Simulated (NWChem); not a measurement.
CHBrClF; SMILES F[C@H](Br)Cl

Program: NWChem. The geometry was optimised at B3LYP/6-31G* (spherical d). LC-ωPBE (HJS hole) with def2-SVP; x = 1 − exp(−ω/0.25 bohr⁻¹) is a scale chosen for this fit.

```csv
row,x,−ε(HOMO) (eV)
ω = 0.10,0.330,8.53
ω = 0.15,0.451,9.19
ω = 0.20,0.551,9.77
ω = 0.40,0.798,withheld
ω = 0.80,0.959,12.49
```

Task: Fit a straight line of the last column on the one before it, predict the withheld value, and compare with the run.

Result: 
1. Means of the 4 shown rows: x = 0.5727, y = 9.995. Slope Σ(x − x̄)(y − ȳ)/Σ(x − x̄)² = 1.422/0.2234 = 6.366; intercept 6.349.
2. The shown rows scatter about the line by 0.064 (root mean square); the largest residual is -0.09, at ω = 0.20.
3. At x = 0.798 (ω = 0.40; inside the shown range) the line gives 11.43.
4. The run gives 11.34, -0.09 from the line, 1.4 times the scatter.
